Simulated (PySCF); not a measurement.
**Potential energy of HoI along the bond**

Set-up: Ho x2c-SVPall, I x2c-SVPall; spin-free X2C with a Gaussian nucleus (PySCF 2.14). Energies in eV from Ho (4f11 6s2) + I in their ground configurations at the same level. State: quintet, about 11.0 electrons in the 4f shell (Mulliken), real f orbitals that mix terms.

All columns are r²SCAN. A positive dipole means Ho(−)I(+).

```
R (Å)  E (eV)  μ (D)  Mulliken charge on Ho (basis-dependent)  HOMO (eV)  LUMO (eV)  Mayer bond order  ⟨S²⟩
2.495  -2.623  -3.42                                     0.22      -1.81      -2.26              1.43  6.01
2.611  -3.073  -3.83                                     0.28      -1.85      -2.34              1.32  6.00
2.727  -3.308  -4.30                                     0.32      -1.90      -2.43              1.23  6.00
2.814  -3.385  -4.68                                     0.36      -1.96      -2.49              1.17  6.00
2.901  -3.399  -5.08                                     0.38      -2.02      -2.56              1.12  6.00
2.988  -3.367  -5.50                                     0.41      -2.09      -2.63              1.07  6.00
3.104  -3.272  -6.07                                     0.43      -2.20      -2.72              1.02  6.00
3.249  -3.099  -6.80                                     0.46      -2.34      -2.85              0.97  6.00
3.423  -2.848  -7.69                                     0.48      -2.53      -2.99              0.92  6.00
3.655  -2.486  -8.84                                     0.51      -2.77      -3.18              0.86  6.00
```

A fit through these points gives, at Re = 2.880 Å, μ = -4.98 D and dμ/dR = -4.65 D/Å; the reduced mass is 71.72 u.

Q: How strong is the fundamental in the double-harmonic approximation, I = 42.26·(dμ/dR)²/μred km/mol?

A: I = 42.26·(-4.65)²/71.72 = 12.7 km/mol at r²SCAN.

These are scalar-relativistic numbers at best; spin–orbit coupling would shift them, the dissociation energy most. Counting both spins, an empty level lies below a filled one in this solution, because spin and occupation are held. With d or f electrons several states lie close, and the lowest PBE0 determinant need not be the measured ground state.
